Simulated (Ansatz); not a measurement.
Cost and result up the ladder for (ClGaO)3 ring (Ga₃Cl₃O₃) (9 atoms). The state is a singlet with charge 0. Geometry: PBE-D4/def2-SVP.

Cartesian coordinates in Å:
```
Ga -0.0317 1.4904 -1.0168
Cl -0.0884 3.2572 -2.2088
O 0.7662 1.5147 0.5991
Ga 0.7971 0.0288 1.6186
Cl 1.7198 0.0690 3.5403
O 0.0416 -1.4899 1.0095
Ga -0.7555 -1.5223 -0.6066
Cl -1.6640 -3.3160 -1.3159
O -0.7851 -0.0319 -1.6196
```

Ansatz; hardware A = 2 threads of AMD EPYC 7R13 on a shared host and a share (18 GiB) of an NVIDIA H100 80GB HBM3; B = 2 threads of AMD EPYC 7R13 on a shared host. Times are rough, and most runs start from the orbitals of an earlier one. CAM-B3LYP-D4/def2-TZVP serves as the yardstick here, not as an exact answer. Differences are given only for rows in sets of like size (and for xTB, whose basis is part of the method), since another set adds its own error. Binding counts from free atoms at the same level (Ga doublet, Cl doublet, O triplet; other spins of the atoms weren't run), without zero-point energy or a counterpoise term.

The 6-31G sets use Cartesian d functions. B3LYP takes the VWN-RPA correlation. Correlated methods freeze 45 core orbitals; core or outer-core shells of Ga are correlated, in sets that lack core-valence functions. The rows differ in basis, and correlated rows in double-zeta sets carry the largest basis error.

Correlated methods converge slowly with the basis, most of all in double-zeta sets.

```json
{"level": "PBE0-D4/def2-TZVP [A]", "functions": "348", "wall time": "2.7 s"}
{"level": "PBE-D4/def2-TZVP [A]", "functions": "348", "wall time": "3.3 s"}
{"level": "PBE-D4/def2-SVP [B]", "functions": "192", "wall time": "3.9 s"}
{"level": "HF/6-31G [B]", "functions": "153", "wall time": "4.1 s"}
{"level": "CAM-B3LYP-D4/def2-TZVP [A]", "functions": "348", "wall time": "6.5 s"}
{"level": "B3LYP-D4/6-31G [B]", "functions": "153", "wall time": "7 s"}
{"level": "r2SCAN-D4/def2-TZVP [A]", "functions": "348", "wall time": "7.5 s"}
{"level": "PBE-QIDH/def2-TZVP (with forces) [A]", "functions": "348", "wall time": "7.5 s"}
{"level": "r2SCANh-D4/def2-TZVP [A]", "functions": "348", "wall time": "7.5 s"}
{"level": "PBE0-D4/def2-SVP [B]", "functions": "192", "wall time": "9 s"}
{"level": "MP2/def2-SVP [B]", "functions": "192", "wall time": "9.5 s"}
{"level": "RPA@PBE/def2-SVP [B]", "functions": "192", "wall time": "11 s"}
```

Problem. Estimate what each level gives for the binding energy per atom (eV).

Solution. 
| level | binding energy per atom (eV) | difference from CAM-B3LYP-D4/def2-TZVP (eV) |
| --- | --- | --- |
| PBE0-D4/def2-TZVP [A] | 3.63 | 0.02 |
| PBE-D4/def2-TZVP [A] | 3.76 | 0.15 |
| PBE-D4/def2-SVP [B] | 3.80 | – |
| HF/6-31G [B] | 2.15 | – |
| CAM-B3LYP-D4/def2-TZVP [A] | 3.61 | 0.00 |
| B3LYP-D4/6-31G [B] | 3.44 | – |
| r2SCAN-D4/def2-TZVP [A] | 3.74 | 0.12 |
| PBE-QIDH/def2-TZVP (with forces) [A] | 3.70 | 0.09 |
| r2SCANh-D4/def2-TZVP [A] | 3.68 | 0.06 |
| PBE0-D4/def2-SVP [B] | 3.65 | – |
| MP2/def2-SVP [B] | 3.70 | – |
| RPA@PBE/def2-SVP [B] | 3.13 | – |
